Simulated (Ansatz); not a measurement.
C3H9InO, SMILES `C[O][In]([CH3])[CH3]` at its PBE0-D4/def2-TZVP geometry, where that method's forces vanish. Charge 0, multiplicity 1. In takes the def2 core potential.

```csv
atom,x (Å),y (Å),z (Å)
C1,2.121,-0.396,1.044
O2,0.916,0.287,1.196
In3,-0.600,0.223,-0.115
C4,-0.147,-1.026,-1.797
C5,-2.185,1.446,0.625
H6,2.286,-1.088,1.882
H7,2.184,-0.991,0.119
H8,2.967,0.306,1.032
H9,-0.965,-1.039,-2.516
H10,0.756,-0.659,-2.290
H11,0.043,-2.044,-1.453
H12,-1.866,1.891,1.567
H13,-2.427,2.237,-0.086
H14,-3.084,0.851,0.792
```

(1) For each bond, give half the difference of the two atoms' forces along it (eV/Å; positive pushes the atoms apart) under PBE-D4, r2SCAN-D4, B3LYP-D4, ωB97M-V in def2-TZVPP. (Best estimate.)

## Answers

(1) Computed: 
```csv
bond,length (Å),PBE-D4,r2SCAN-D4,B3LYP-D4,ωB97M-V
C1–O2,1.393,0.30,0.28,0.27,0.33
C1–H6,1.099,0.09,-0.05,-0.10,-0.13
C1–H7,1.102,0.04,-0.06,-0.09,-0.09
C1–H8,1.099,0.09,-0.05,-0.10,-0.13
O2–In3,2.005,0.24,0.03,0.11,-0.09
In3–C4,2.144,-0.03,0.02,0.14,-0.01
In3–C5,2.135,-0.03,0.02,0.12,-0.01
C4–H9,1.090,0.10,-0.02,-0.08,-0.05
C4–H10,1.091,0.09,-0.03,-0.09,-0.03
C4–H11,1.091,0.09,-0.03,-0.09,-0.03
C5–H12,1.090,0.08,-0.04,-0.09,-0.03
C5–H13,1.091,0.10,-0.02,-0.08,-0.04
C5–H14,1.091,0.10,-0.02,-0.08,-0.04
```

B3LYP here is the variant with VWN-RPA as its local correlation; programs differ in this.
